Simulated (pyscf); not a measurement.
H₂C=C=OH⁺ (SMILES C=C=[OH+]) -> HC≡C–OH₂⁺ (SMILES C#C[OH2+]), a hydrogen shift (singlet surface; C–H broken, H–O formed). PySCF, gas phase, ωB97X-D3(BJ)/def2-SVP geometries. MP2 and CC: frozen core, UHF for open shells. ΔMP2 is the change of the MP2 total energy from the triple- to the quadruple-zeta basis. Energies in kcal/mol from the reactant's lowest minimum found.

Small-basis levels: PySCF, no dispersion term, spherical d functions. 

### Question
In single points MP2/6-31G* puts the saddle at 84.9 kcal/mol and the reaction energy at +39.9 kcal/mol. Should these be trusted to within a few kcal/mol? Compare with CCSD(T)/def2-TZVPP + ΔMP2(QZVPP).

### Answer
CCSD(T)/def2-TZVPP + ΔMP2(QZVPP) gives ΔE‡ = 82.8 kcal/mol and ΔE = +39.8 kcal/mol. MP2/6-31G* lies 2.1 kcal/mol over it in the barrier and 0.1 kcal/mol over it in the reaction energy, so on this step it holds to within 3.0 kcal/mol. CCSD(T)/def2-TZVPP + ΔMP2(QZVPP) has limits of its own. The same reactants have a lower exit, to H₃C–C⁺=O (barrier +64.0 kcal/mol at ωB97M-D3(BJ), against +85.5 kcal/mol here). H₂C=C=OH⁺ lies 40.7 kcal/mol over its isomer H₃C–C⁺=O (electronic energy, ωB97M-D3(BJ)). HC≡C–OH₂⁺ lies 84.3 kcal/mol over its isomer H₃C–C⁺=O (electronic energy, ωB97M-D3(BJ)). This is the saddle that the search found; another between the same sides may lie lower. The CCSD(T) − MP2 part came from Ansatz, without density fitting, on the same reference.
